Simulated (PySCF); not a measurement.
Si(Cl)(OH)2(NH2) (ClH4NO2Si), SMILES N[Si](O)(O)Cl. Atoms are numbered in the order given.

```xyz
9

N      1.7910    -0.3024    -0.1578
Si     0.1232    -0.0224    -0.3382
O     -0.2384     1.3801    -1.1297
O     -0.6250    -1.2054    -1.2022
Cl    -0.6169     0.0646     1.5935
H      2.1325    -0.7294     0.6945
H      2.3552    -0.5537    -0.9617
H      0.1214     2.1860    -0.7476
H     -1.4774    -0.9682    -1.5809
```

Geometry: PBE0-D3(BJ)/def2-SVP. One conformer was computed; it need not be the lowest.

Level of theory: B3LYP/def2-TZVP run with PySCF.

ESP charges are fitted to the potential on shells at 1.4 to 2.0 van der Waals radii. Atomic charges (e):

| atom | Löwdin | Mulliken | IAO | ESP fit |
|---|---|---|---|---|
| N1 | ? | -0.59 | -0.88 | -1.03 |
| Si2 | ? | 0.78 | 1.53 | 0.88 |
| O3 | -0.11 | -0.51 | -0.81 | -0.65 |
| O4 | -0.10 | -0.51 | -0.80 | -0.64 |
| Cl5 | ? | -0.28 | -0.36 | -0.24 |
| H6 | 0.16 | 0.24 | 0.29 | 0.39 |
| H7 | 0.16 | 0.23 | 0.28 | 0.44 |
| H8 | 0.18 | 0.32 | 0.38 | 0.42 |
| H9 | 0.18 | 0.32 | 0.38 | 0.43 |

**Question.** Complete the blanks. (The exact figures need the calculation; the answer reports its results.)

**Answer.** 
- N1, Löwdin: -0.24
- Si2, Löwdin: -0.45
- Cl5, Löwdin: 0.20

**Question.** Give the Mayer and Wiberg (Löwdin basis) orders of the bonds. (An estimate is asked for; the answer gives what the named calculation found.)

**Answer.** 
```csv
bond,Mayer,Wiberg
N1–Si2,1.19,1.54
Si2–O3,1.20,1.66
Si2–O4,1.21,1.67
Si2–Cl5,1.10,1.74
N1–H6,0.91,0.95
N1–H7,0.92,0.95
O3–H8,0.88,1.02
O4–H9,0.88,1.01
```
